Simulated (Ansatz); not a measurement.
Al3P2⁺ (the lowest singlet isomer of a short search) was relaxed with PBE-D4 (def2-SVP) in Ansatz in these states: charge +1 quintet, charge +1 singlet, charge +1 triplet. The geometries follow in no particular order.

A:

```tsv
atom	x (Å)	y (Å)	z (Å)
Al1	-0.815	-1.810	1.665
Al2	1.237	-0.070	-2.548
Al3	-0.613	0.956	1.694
P4	0.725	1.294	-0.280
P5	-0.535	-0.370	-0.531
```

B:

```
atom   x (Å)   y (Å)   z (Å)
 Al1   0.887  -1.928  -1.205
 Al2   0.581   1.611   1.892
 Al3  -1.139  -0.298  -1.581
  P4  -1.215   0.687   0.603
  P5   0.887  -0.072   0.292
```

C:

| atom | x (Å) | y (Å) | z (Å) |
| --- | --- | --- | --- |
| Al1 | -1.672 | -0.920 | 1.919 |
| Al2 | -0.029 | 2.275 | -0.153 |
| Al3 | 1.266 | -1.663 | -0.912 |
| P4 | 0.093 | 0.329 | -1.551 |
| P5 | 0.342 | -0.021 | 0.697 |

Judge from the bond lengths which geometry belongs to which state (an estimate).

A is the charge +1 singlet (Al1–Al3 2.774 Å, Al2–P5 2.702 Å, Al2–P4 2.695 Å); B is the charge +1 quintet (Al1–Al3 2.628 Å, Al2–P5 2.343 Å, Al2–P4 2.396 Å); C is the charge +1 triplet (Al1–Al3 4.147 Å, Al2–P5 2.477 Å, Al2–P4 2.399 Å).

At PBE0-D4/def2-TZVP a singlet lies 1.64 eV below the charge +1 quintet. At PBE0-D4/def2-TZVP a singlet lies 0.21 eV below the charge +1 triplet. These are the stationary points nearest to one start from a short search; other shapes may lie lower in each state.
